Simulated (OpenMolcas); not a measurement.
Ir6+ among 6 point charges of -1.7 e arranged as a trigonal prism (D3h), with a polar angle of 55.5° against the regular 49.1°.

| Quantity | Value |
| --- | --- |
| Program | OpenMolcas 26.06 |
| Method | CASSCF |
| Basis | ANO-RCC-VDZP [7s6p4d2f] |
| Scalar Hamiltonian | DKH2, point nucleus |
| Active space | 3 electrons in 5 orbitals (5d) |
| State averaging | 2S+1 = 4 even, 10 roots; 2S+1 = 2 even, 40 roots |
| Spin-orbit coupling | RASSI with atomic mean-field integrals over the reference wave functions |

All point charges move together. At R = 1.74 Å the first state of the same spin is 2241 cm-1, and at R = 1.94 Å it is 1123 cm-1.

A third run gives 1575 cm-1. What distance was it run at?

With a power law R^-n the two known points give n = -ln(1123 / 2241) / ln(1.94 / 1.74) = 6.35. Then R = 1.74 × (2241 / 1575)^(1/6.35) = 1.839 Å. The run was at 1.84 Å, so the estimate is off by -0.001 Å.

Without dynamic correlation the repulsion within the d shell is too large (B by tens of per cent), so at a given field states of lower spin stand too high. Spin-orbit coupling mixes the spin-free states strongly: the lowest level takes only 31 % from its leading state, 4A1, which lies 2241 cm-1 above the lowest spin-free state (figures for R = 1.74; the like holds for R = 1.84, R = 1.94). Point charges carry no covalency, so the field is a model and not that of real ligands. No measured value stands beside these numbers.
